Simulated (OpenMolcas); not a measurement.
Br3+: effect of the active space

* Program: OpenMolcas 26.06
* Method: CASSCF
* Basis: ANO-R1
* Scalar Hamiltonian: X2C, finite nucleus
* Spin-orbit coupling: state interaction with AMFI integrals over the reference wave functions, term energies averaged over their components

A. 2 electrons in 3 orbitals (4p); 2S+1 = 3 even, 3 roots; 2S+1 = 1 even, 6 roots; cost about 2.6 core-seconds
B. 4 electrons in 4 orbitals (4s 4p); 2S+1 = 3 even, 6 roots; 2S+1 = 1 even, 12 roots; 2S+1 = 5 odd, 1 root; 2S+1 = 3 odd, 9 roots; 2S+1 = 1 odd, 8 roots; cost about 15 core-seconds

Energies in cm-1 above 4s2 4p2 3P0.

```tsv
Level	A	B
4s2 4p2 3P0	0.0	0.0
4s2 4p2 3P1	2421	2506
4s2 4p2 3P2	5507	5506
4s2 4p2 1D2	18838	18853
4s2 4p2 1S0	40069	32487
```

Between A and B the level of the table that moves most is 4s2 4p2 1S0, by 7600 cm-1 (lowest in B, highest in A).

The basis is small and was not contracted for so high a charge. With the s shell closed, the reference lacks s² → p² mixing (holds for A). Levels of configurations outside the active space are missing. Levels that lie high or do not pair safely by name in every column are left out.
